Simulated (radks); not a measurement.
Results of a calculation; reference values are marked as such.
Species: Nd30+. Configuration: [Ar] 3d10 4s2.

Level of theory: Dirac Kohn-Sham, PBE, spin-unpolarised, spherical densities, point nucleus (a radial shooting solver on a logarithmic mesh with Libxc functionals).

Energy parts (hartree):
total: -9157.5534
kinetic: 9908.4752
electron-nucleus: -21095.8523
Hartree: 2214.5919
exchange-correlation: -184.7683

Orbitals (lengths in bohr, moments of r in powers of bohr; <r^-3> diverges for s and p1/2; r(max) is where P^2 peaks):
\begin{tabular}{lrrrrrr}
orbital & occ. & eigenvalue (hartree) & <r> & <r^-3> & r(max) & small-component weight \\ \hline
1s1/2 & 2 & -1634.117 & 0.02362 & - & 0.01509 & 4.95e-02 \\
2s1/2 & 2 & -297.2256 & 0.1003 & - & 0.08556 & 1.09e-02 \\
2p1/2 & 2 & -283.5350 & 0.08403 & - & 0.06500 & 1.09e-02 \\
2p3/2 & 4 & -264.3369 & 0.09041 & 7986 & 0.07043 & 1.02e-02 \\
3s1/2 & 2 & -93.24361 & 0.2618 & - & 0.2419 & 3.47e-03 \\
3p1/2 & 2 & -87.44313 & 0.2509 & - & 0.2285 & 3.42e-03 \\
3p3/2 & 4 & -83.46560 & 0.2626 & 1706 & 0.2398 & 3.23e-03 \\
3d3/2 & 4 & -73.52449 & 0.2329 & 285.0 & 0.1909 & 3.11e-03 \\
3d5/2 & 6 & -72.64803 & 0.2365 & 257.5 & 0.1941 & 3.06e-03 \\
4s1/2 & 2 & -43.34987 & 0.5351 & - & 0.5250 & 1.44e-03 \\
\end{tabular}

The highest occupied level is 4s1/2 at -1179.6 eV. Summed over all electrons, <r^2> = 1.995 bohr^2, which gives a Langevin (diamagnetic) susceptibility term of -1.58 x 10^-6 cm^3/mol.
